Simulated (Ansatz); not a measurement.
C$_{3}$H$_{9}$ClInN, SMILES `CC[N](C)[InH][Cl]` at its PBE0-D4/def2-TZVP geometry, where that method's forces vanish. Total charge 0; spin multiplicity 1. In: def2 effective core potential.

```csv
atom,x (Å),y (Å),z (Å)
C1,1.3217,1.1489,-0.8706
C2,1.0664,-0.2157,-0.2452
N3,-0.2793,-0.4103,0.2470
C4,-0.6141,0.3620,1.4179
In5,-1.5889,-1.5984,-0.6803
Cl6,-3.6419,-1.5487,0.4419
H7,2.3542,1.2220,-1.2221
H8,0.6565,1.3132,-1.7225
H9,1.1590,1.9571,-0.1548
H10,1.7794,-0.3697,0.5807
H11,1.2925,-0.9906,-0.9864
H12,-0.6059,1.4440,1.2306
H13,-1.6119,0.1020,1.7756
H14,0.0974,0.1645,2.2333
H15,-1.3851,-2.5803,-2.0450
```

**Question.** For each bond, give half the difference of the two atoms' forces along it (eV/Å; positive pushes the atoms apart) under PBE-D4, r2SCAN-D4, B3LYP-D4, ωB97M-V in def2-TZVPP. (Estimate.)

**Answer.** The calculation gave: 
| bond | length (Å) | PBE-D4 | r2SCAN-D4 | B3LYP-D4 | ωB97M-V |
| --- | --- | --- | --- | --- | --- |
| C1–C2 | 1.523 | 0.00 | 0.09 | 0.17 | 0.13 |
| C1–H7 | 1.093 | 0.10 | -0.03 | -0.07 | -0.07 |
| C1–H8 | 1.093 | 0.10 | -0.03 | -0.06 | -0.07 |
| C1–H9 | 1.092 | 0.10 | -0.05 | -0.07 | -0.07 |
| C2–N3 | 1.446 | 0.05 | 0.14 | 0.11 | 0.18 |
| C2–H10 | 1.102 | 0.12 | -0.05 | -0.11 | -0.15 |
| C2–H11 | 1.096 | 0.07 | -0.07 | -0.14 | -0.11 |
| N3–C4 | 1.442 | 0.02 | 0.14 | 0.16 | 0.27 |
| N3–In5 | 1.997 | 0.16 | 0.03 | 0.11 | -0.14 |
| C4–H12 | 1.098 | 0.10 | -0.05 | -0.08 | -0.12 |
| C4–H13 | 1.091 | 0.07 | -0.06 | -0.13 | -0.09 |
| C4–H14 | 1.100 | 0.11 | -0.04 | -0.07 | -0.11 |
| In5–Cl6 | 2.340 | 0.17 | 0.06 | 0.23 | 0.00 |
| In5–H15 | 1.693 | -0.09 | -0.12 | -0.12 | -0.08 |

B3LYP here is the variant with VWN-RPA as its local correlation; programs differ in this.

All numbers were calculated with Ansatz.
